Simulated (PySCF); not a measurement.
H₄FGaS, singlet at its PBE0/def2-SVP optimised geometry (Å):

```
7

Ga    -0.2785     0.1599     0.0000
H     -1.2872     1.3545     0.0000
H      1.2872     0.1599     0.0000
F     -0.9785    -1.3545    -0.6533
S     -0.7784    -0.9275     2.3671
H     -1.3416    -1.8307     1.5263
H      0.3874    -1.6093     2.4166
```

Computed with PBE0/def2-TZVP run with PySCF 2.14.0. Cells within 0.4 Å of a nucleus heavier than hydrogen are left out (blank, or x).

Map of the Laplacian of the electron density (e/bohr⁵), clipped to [-1.50, 1.50] on the plane z = 0.0 Å:

```
|555555555555555555555555555|
|555555555555555555555555555|
|555555555555555555555555555|
|555555555555555555555555555|
|555555555555555555555555555|
|555555555555555555555555555|
|555555555555555555555555555|
|555555553445555555555555555|
|555555540045555555555555555|
|555555542345655555555555555|
|555555554479997555555555555|
|555555555699x99644455555555|
|55555555589xxx9741045555555|
|55555555589xxx9742045555555|
|555555555699999644455555555|
|555555555579996555555555555|
|555555555666655555555555555|
|555555556776555555555555555|
|555555557876555555555555555|
|555555556776555555555555555|
|555555555665555555555555555|
|555555555555555555555555555|
|555555555555555555555555555|
|555555555555555555555555555|
|555555555555555555555555555|
|555555555555555555555555555|
|555555555555555555555555555|
```
Scale: ten equal steps from -1.50 (start of '0') to 1.50 (end of '9'), in the order '0123456789'; x runs from -3.50 to 3.50, y from -3.50 (bottom) to 3.50 (top).
